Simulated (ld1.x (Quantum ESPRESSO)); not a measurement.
Results of a calculation; reference values are marked as such.
Potentials for O (Z = 8) compared

Generated with ld1.x 7.5 (TM, RRKJ, ultrasoft, PAW), atompaw 4.2 or ONCVPSP 4.0.1. The cutoff is in Ry: for ld1.x and atompaw files where the sum of valence levels is converged to 10 mRy in a Bessel basis, for ONCV files where the hardest occupied wave has 1 mHa per electron of residual kinetic energy. The error is the largest all-electron minus pseudo excitation energy over each file’s own four to seven test configurations (ionisations up to +4, promotions, holes and added fractions of an electron), all of which were solved. The labels leave out finer settings (local radius, basis sizes, second energies), which also bear on the numbers. Spin-polarised tests are not counted. The rows are a selection from randomly drawn settings: files with unsolved tests, undetermined cutoffs or missed reference levels are left out.

| potential | cutoff (Ry) | largest error (meV) | bound ghosts |
| --- | --- | --- | --- |
| RRKJ, PBE, scalar-relativistic, rc 0.75/2.20/2.10 (spd), local p, core correction no, reference 2s2 2p4 | 110 | +2912 | none |
| TM, PBE, scalar-relativistic, rc 0.55/1.50/1.65 (spd), local p, core correction yes, reference 2s2 2p2.5 | 260 | +292 | none |
| TM semilocal, BLYP, scalar-relativistic, rc 0.75/1.10 (sp), local p, core correction no, reference 2s2 2p2.5 | 110 | +726 | none |
| PAW, PBEsol, scalar-relativistic, rc 0.70/1.45/1.50 (spd), local smoothed, core correction yes, reference 2s2 2p3 | 70 | -8.8 | none |

Q: Fill in the row for O: ultrasoft, PBE, scalar-relativistic, rc 0.65/1.25/1.05 (spd), local smoothed, core correction yes, reference 2s2 2p4.

A: cutoff 80 Ry, largest error +1010 meV, bound ghosts: none.

Q: Fill in the row for O: ultrasoft, PBE, non-relativistic, rc 0.95/1.70/1.90 (spd), local d, core correction yes, reference 2s2 2p4.

A: cutoff 25 Ry, largest error +374 meV, bound ghosts: none.

Q: Fill in the row for O: ultrasoft, PBE, scalar-relativistic, rc 1.00/1.40/1.60 (spd), local smoothed, core correction yes, reference 2s1.75 2p4.25.

A: cutoff 35 Ry, largest error -161 meV, bound ghosts: none.
